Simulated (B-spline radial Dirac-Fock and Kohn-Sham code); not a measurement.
# Ho³⁺: non-radiative channels of the 2p1/2 vacancy

System: the Ho³⁺ ion, configuration [Xe] 4f9 5d1 (not the ground configuration).

Input of the calculation (task.json; shells as n, l, electrons):

```json
{"items": [{
  "Z": 67,
  "q": 3,
  "cfg": [[1, 0, 2], [2, 0, 2], [2, 1, 6], [3, 0, 2], [3, 1, 6], [3, 2, 10], [4, 0, 2], [4, 1, 6], [4, 2, 10], [4, 3, 9], [5, 0, 2], [5, 1, 6], [5, 2, 1]],
  "A": 165,
  "rrms": 5.2022,
  "do": ["binding", "quiet", "decay"],
  "holes": ["K", "L1", "L2", "L3", "M1", "M2", "M3", "M4", "M5", "N1", "N2", "N3", "N4", "N5"]
}]}
```

Run with: `python xray_run.py task.json out`

Level of theory: one-electron (LDA, Dirac) transition rates at Dirac-Fock energies; a radial B-spline solver. Kinetic energies are configuration averages from the vacuum level; the two-hole energies are estimated from single-hole states.

```
transition  kinetic energy (eV)  width (meV)  share (%)
   L2-L3N2                410.3          180        5.4
   L2-L3N4                593.6          252        7.6
   L2-M1M2               4757.0         91.0        2.7
   L2-M2M3               5140.4          269        8.1
   L2-M2M4               5496.8          141        4.2
   L2-M2M5               5528.1          236        7.1
   L2-M3M4               5671.9          186        5.6
   L2-M4M4               6021.3          154        4.6
   L2-M4M5               6058.6          655       19.7
   L2-M4N5               7281.7          115        3.5
```

The listed channels hold 68 % of the non-radiative rate. Summed by principal shells, of 3.33 eV in all: LMM 57.2 %, LMN 19.9 %, LLN 18.2 %, LNN 1.7 %, LMO 1.4 %, LLO 1.3 %.
